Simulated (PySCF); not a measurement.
## A basis-limit estimate, worked out

An elementary step of SiH₄SO₂, singlet (SiH₄SO₂ ([OH][SiH]([OH])[SH]) → SiH₂O₂ ([OH][Si][OH]) + H₂S; bonds formed: S2–H3; bonds broken: Si1–S2, Si1–H3). “Start” is the structure reached by relaxing down from the saddle towards the reactants; PBE0-D4/def2-TZVP structures. The saddle:

```tsv
atom	x (Å)	y (Å)	z (Å)
Si1	-0.1929	0.6341	0.4331
S2	-1.0820	-1.1557	-1.1656
H3	-1.5526	-0.1899	0.1767
O4	0.1915	1.7868	-0.6507
O5	1.2215	-0.0243	0.9530
H6	-0.7469	-2.1087	-0.2810
H7	0.9789	1.6544	-1.1870
H8	1.1822	-0.5967	1.7215
```

PySCF 2.14 with density fitting (its default auxiliary sets; JK sets also for MP2 and CCSD(T)); basis: def2-TZVPP and def2-QZVPP; cores frozen in the correlated methods.

Energies in eV:

| quantity | saddle | start |
| --- | --- | --- |
| Hartree–Fock, triple zeta (X = 3) | -22819.96726 | -22823.73537 |
| Hartree–Fock, quadruple zeta (X = 4) | -22820.74086 | -22824.50241 |
| MP2 correlation, X = 3 | -21.89701 | -21.20672 |
| MP2 correlation, X = 4 | -23.72294 | -23.02231 |
| CCSD(T) correlation, X = 3 | -23.68160 | -22.93205 |

(1) Work out the barrier at the basis limit: extrapolate Hartree–Fock as E(X) = E∞ + A exp(−7.88 √X) and the MP2 correlation as E(X) = E∞ + B X^−2.97 (the exponents that Neese and Valeev fitted for def2-TZVPP and QZVPP), then add CCSD(T) − MP2 in triple zeta.

T1 diagnostic: at most 0.015. The restricted Hartree–Fock reference is unstable towards an unrestricted one at one or more of these structures.

Results:

(1) Each step is linear, so take the differences first (saddle − start): Hartree–Fock 3.76811 (X = 3) and 3.76155 (X = 4); MP2 correlation -0.69029 and -0.70063; CCSD(T) correlation -0.74955.
Two points give E∞ = E(4) + w [E(4) − E(3)], with w = 1/(exp(7.88 (2 − √3)) − 1) = 0.1377 for Hartree–Fock and w = 1/((4/3)^2.97 − 1) = 0.7407 for the correlation.
Hartree–Fock: 3.76155 + 0.1377 × (-0.00656) = 3.7606 eV.
MP2 correlation: -0.70063 + 0.7407 × (-0.01034) = -0.7083 eV.
CCSD(T) − MP2: -0.74955 − (-0.69029) = -0.0593 eV.
Sum: 3.7606 + (-0.7083) + (-0.0593) = 2.9930 eV, or 69.02 kcal/mol. Plain CCSD(T) in triple zeta gives 3.0186 eV, so the larger basis shifts the result by -0.0256 eV.

Losses and insertions of silylenes and their heavier kin drive the gas-phase chemistry of silicon and germanium vapour deposition.

Labels in which every atom is bracketed show which atoms are joined, not bond orders.

For scale, one of the runs: CCSD(T)/def2-TZVPP, 202 basis functions, launched by `OMP_NUM_THREADS=4 python run.py`. Hardware: 4 CPU threads of an Intel Xeon, shared host. Wall time 11 min; peak host memory 2.7 GiB.
